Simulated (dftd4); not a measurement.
C$_{4}$H$_{9}$O$_{3}$Si (SMILES C=C[Si]([O])(OC)OC), doublet, at a GFN2-xTB geometry; D4 for tpssh in dftd4 4.2.0.

dftd4 was given this input:
```
$ dftd4 mol.xyz --func tpssh --charge 0 --json dftd4.json --noedisp

# file mol.xyz
17

C     -1.16378327     2.32077789    -0.05444850
C     -0.20918460     1.61039233     0.46448743
Si     0.17195920    -0.25332511    -0.23780180
O      0.23081552    -0.04888493    -1.75200223
O     -1.03336833    -0.98953057     0.58055555
C     -2.35345598    -0.98209564     0.15310211
O      1.42126644    -0.66730468     0.71372810
C      2.75347124    -0.53276168     0.33469852
H     -1.42283444     3.29964269     0.33355655
H     -1.73379526     1.99095718    -0.90701580
H      0.43190449     1.84288055     1.29258962
H     -2.42452562    -1.17284166    -0.91923206
H     -2.88925905    -1.75808322     0.70236234
H     -2.81735583    -0.01255099     0.36673452
H      3.33276586    -1.29381403     0.86055344
H      3.12893806     0.45592086     0.61599108
H      2.87473949    -0.65767598    -0.74160333
```

Problem. What does dftd4 print? Leave out banner, timings and long lists.

Solution. 
```
                    ____  _____ _____     ____  _  _
      -------------|  _ \|  ___|_   _|---|  _ \| || |------------
     |             | | | | |_    | | ___ | | | | || |_           |
     |             | |_| |  _|   | ||___|| |_| |__   _|          |
     |             |____/|_|     |_|     |____/   |_|            |
     |             ===================================           |
     |            E. Caldeweyher, S. Ehlert & S. Grimme          |
     |          Mulliken Center for Theoretical Chemistry        |
     |                    University of Bonn                     |
      -----------------------------------------------------------

Rational (Becke-Johnson) damping: tpssh-D4-ATM
---------------------
  s6         1.0000
  s8         1.8590
  s9         1.0000
  a1         0.4429
  a2         4.6023
 alp        16.0000
--------------------

Dispersion energy:      -1.9251651949876E-02 Eh

[Info] JSON dump of results written to 'dftd4.json'
```
